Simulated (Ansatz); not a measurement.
silane (H₄Si), singlet, at a GFN2-xTB geometry; WB97M-V/aug-cc-pVDZ (Ansatz, a first-principles code).

Ansatz was given this input:
Ansatz 0.2 input:
```yaml
crystal:
  periodic: [false, false, false]
  atoms:
    - {symbol: Si, position_ang: [-0.00000000, 0.00000000, -0.00000000]}
    - {symbol: H, position_ang: [0.85687118, 0.83207387, 0.84090169]}
    - {symbol: H, position_ang: [-0.85685565, -0.82713035, 0.84578045]}
    - {symbol: H, position_ang: [-0.82961346, 0.85438800, -0.84584481]}
    - {symbol: H, position_ang: [0.82959793, -0.85933152, -0.84083733]}
basis:
  gaussian:
    orbitals: aug-cc-pVDZ
hamiltonian:
  xc: {name: wB97M-V}
```

What the program printed (banner, timings and long lists left out):

```
Functional definition: wB97M-V
599 factors; their error is unknown
287 factors; integrals over basis functions are off by at most 4.7e-6 eV
mean field evaluation 1: about -7940.8727 eV, gradient 6.3e0 eV
mean field evaluation 2: about -7941.0290 eV, gradient 1.2e0 eV
mean field evaluation 4: about -7941.0375 eV, gradient 6.1e-2 eV
mean field evaluation 8: about -7941.0573 eV, gradient 1.5e-3 eV
mean field -7941.05725413 eV, -291.8284714475 hartree, gradient 1.4e-5 eV, S^2 0.000000; 0 other end points of the search recorded, 0 dependent functions left out
reference -7941.05729131 eV, -291.8284728136 hartree; 9, 9 occupied and 54, 54 virtual orbitals, 599 factors
Total energy: -7941.05729131 eV, -291.8284728136 hartree
```
